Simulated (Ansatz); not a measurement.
Geometry optimisation, Ansatz, RKS BLYP/def2-SVP.

Input:

```yaml
crystal:
  periodic: [false, false, false]
  atoms:
    - { symbol: Sn, position_ang: [0.0, 0.0, 0.0] }
    - { symbol: O, position_ang: [0.0, 0.0, 2.31] }
    - { symbol: H, position_ang: [-0.9095, -0.2814, 2.6471] }
    - { symbol: H, position_ang: [1.6408, 0.0, -0.5794] }
    - { symbol: H, position_ang: [-0.8195, 1.4198, -0.5794] }
    - { symbol: H, position_ang: [-0.8195, -1.4198, -0.5794] }
    - { symbol: O, position_ang: [1.1796, -1.7912, 0.7126] }
    - { symbol: Al, position_ang: [0.5756, -3.4653, 0.7423] }
    - { symbol: H, position_ang: [1.1723, -4.5272, -0.2323] }
    - { symbol: H, position_ang: [-0.5506, -3.8707, 1.7429] }
    - { symbol: H, position_ang: [0.733, -1.1131, 1.8783] }
basis:
  gaussian: { orbitals: def2-SVP }
hamiltonian:
  xc: blyp
relax:
  f_tol: 0.15
  max_steps: 25
  restrain:
    - { distance: [0, 6], at: 1.96, k: 30.0 }
    - { distance: [10, 1], at: 1.01, k: 30.0 }
    - { distance: [0, 1], at: 3.16, k: 30.0 }
    - { distance: [10, 6], at: 2.21, k: 30.0 }
```

Command:

```bash
$ ansatz run input.yaml --threads 2 --pin off --max-ram 3072MiB --backend cpu --events-out ev --progress --plain --runs-dir out
```

Question: Where does it end, and by what steps?

Answer: The forces met the threshold. The restraints hold the end off the free minimum. After 15 steps the energy has fallen by 1.992 eV (the restraints' own energy left out); H6 moved furthest, 1.68 Å. Parted: Sn1–O2 (2.31 → 3.16 Å). Joined: O2–H11 (1.40 → 0.99 Å).

```csv
step,energy less start (eV),largest force component (eV/Å),accepted
0,0.0000,3.319,yes
1,0.2683,2.283,yes
2,0.1057,1.893,yes
3,-0.3611,1.656,yes
4,-0.8664,1.271,yes
5,-1.2158,1.052,yes
6,-1.4737,0.905,yes
7,-1.6245,0.809,yes
8,-1.6982,0.796,yes
9,-1.7435,0.855,yes
10,-1.7901,0.855,yes
11,-1.8241,1.258,yes
12,-1.9242,0.703,yes
13,-1.9686,0.658,yes
14,-1.9671,0.855,yes
15,-1.9917,0.682,yes
```

```xyz
11
Properties=species:S:1:pos:R:3
Sn 0.070 -0.364 -0.486
O 0.525 0.261 2.577
H -0.407 0.336 2.862
H 1.590 0.450 -0.406
H -1.314 0.559 -0.012
H -0.194 -1.017 -2.086
O 0.124 -1.991 0.655
Al 0.339 -3.692 0.793
H 1.041 -4.529 -0.368
H -0.178 -4.352 2.149
H 0.606 -0.710 2.384
```

Time of the run: 42 s on 2 threads of Arm Neoverse V1, on a shared host, peak memory 0.14 GiB.
